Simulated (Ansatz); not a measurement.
`F[Si](F)([SiH3])[SiH3]` + H₂ → `F[SiH]([SiH3])[SiH3]` + H–F at 700 K and 1 bar (hydrogenolysis of the Si–F bond).

Calculated with Ansatz (gas phase, PBE0-D4/def2-TZVP geometries, no zero-point term in ΔE). CCSD(T)/CBS adds triple-zeta CCSD(T) − MP2 to the extrapolated MP2 energy (def2 sets, frozen cores). This one scheme is used for every species.

```csv
species,CCSD(T)/CBS energy (Eh),H − E (kJ/mol),S (J/(mol·K))
`F[Si](F)([SiH3])[SiH3]`,-1070.54606,243.1,535.8
H₂,-1.17544,46.8,155.3
`F[SiH]([SiH3])[SiH3]`,-971.28016,250.9,512.1
H–F,-100.39570,45.2,198.5
```

H − E and S are ideal-gas, rigid-rotor, harmonic terms from PBE0-D4/def2-TZVP. For small species the MP2-based limit differs from directly extrapolated CCSD(T) by up to some mEh (0.8 for H₂); such offsets cancel only in part. 1 Eh = 2625.50 kJ/mol, R = 8.31446 J/(mol·K).

Task: By hand: ΔE, ΔH, ΔS and ΔG.

Result: ΔE = (-971.28016) + (-100.39570) − (-1070.54606) − (-1.17544) = 0.04564 Eh = 119.8 kJ/mol. Δ(H − E) = 250.9 + 45.2 − 243.1 − 46.8 = 6.2, so ΔH = 126.0 kJ/mol. ΔS = 512.1 + 198.5 − 535.8 − 155.3 = 19.5 J/(mol·K). ΔG = 126.0 − 700 × (19.5)/1000 = 112.3 kJ/mol.

Task: By hand: the equilibrium constant, and the temperature at which ΔG would vanish if ΔH and ΔS stayed fixed.

Result: log₁₀ K = −ΔG/(RT ln 10) = -8.4. ΔG = 0 at ΔH/ΔS = 6462 K, far beyond where these terms or the molecules hold.

ΔH outweighs TΔS. A doubt of 5 kJ/mol in ΔE shifts log₁₀ K by 0.4 here. These are equilibria of isolated gas molecules and say nothing of rates. Largest T1 diagnostic: 0.013 (customary marks: 0.02 for closed shells, 0.045 for open ones).
